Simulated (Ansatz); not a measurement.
C2H7GaO, SMILES `CO[CH2][GaH2]`. Charge 0, multiplicity 1.

Z-matrix (Å, degrees):
```
C
O 1 1.403
H 1 1.091 2 107.8
H 1 1.099 2 111.1 3 119.6
H 1 1.099 2 111.1 3 -119.5
C 2 1.420 1 113.1 3 179.9
Ga 6 1.992 2 99.8 1 180.0
H 6 1.099 2 110.7 1 59.7
H 6 1.099 2 110.7 1 -59.7
H 7 1.571 6 119.6 2 85.6
H 7 1.571 6 119.9 2 -90.2
```

(1) List the harmonic frequencies (cm⁻¹, unscaled) at PBE0-D4/def2-TZVP in Ansatz. (An estimate is asked.)

(2) Is this a minimum?

(3) Give the ideal-gas thermochemistry at 298.15 K and 1 bar (rigid rotor, harmonic oscillator; point group Cs, symmetry number 1).

(4) And at 400, 500, 600, 800 and 1000 K?

Results:

(1) Ansatz gave: 35, 77, 101, 226, 334, 421, 581, 657, 759, 793, 955, 1162, 1172, 1191, 1224, 1279, 1459, 1476, 1481, 1504, 1962, 1964, 2986, 2994, 3032, 3047, 3130.

(2) Yes, all 27 modes are real.

(3) Zero-point energy 215.3 kJ/mol; H(298) − E = 236.3 kJ/mol; entropy 354.7 J/(mol·K), of which translation 168.2, rotation 108.4, vibration 78.1; G(298) − E = 130.5 kJ/mol. Modes under 100 cm⁻¹ are hindered rotations or soft bends, so the harmonic entropy is rough.

(4) 
| T (K) | H − E (kJ/mol) | S (J/mol/K) | G − E (kJ/mol) |
| --- | --- | --- | --- |
| 400 | 247.4 | 386.8 | 92.7 |
| 500 | 260.3 | 415.5 | 52.6 |
| 600 | 274.9 | 442.0 | 9.7 |
| 800 | 308.0 | 489.5 | -83.5 |
| 1000 | 345.4 | 531.1 | -185.7 |
